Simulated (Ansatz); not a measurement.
```yaml
atoms:
  - { symbol: C, position_ang: [0.0000, 0.0000, 0.0000] }
  - { symbol: H, position_ang: [1.0031, 0.0000, 0.0000] }
  - { symbol: H, position_ang: [-0.5016, 0.8687, 0.0000] }
  - { symbol: H, position_ang: [-0.5016, -0.8687, 0.0000] }
```

Basis set: cc-pVDZ (spherical functions). Frozen core: 1 orbital. Charge 0, multiplicity 2.

Computed with Ansatz (development build ahead of 0.2.0); each method stands on the lowest determinant of its kind that the runs found.

The atomization energy at this shape (free ground-state atoms in the same class of orbitals less the molecule, no zero-point energy) of doublet CH3:

```
method  atomization energy
   UHF        956.3 kJ/mol
```

Problem. What does UHF-MP2 give?

Solution. 1145.4 kJ/mol. Caution: the shape is not the minimum.
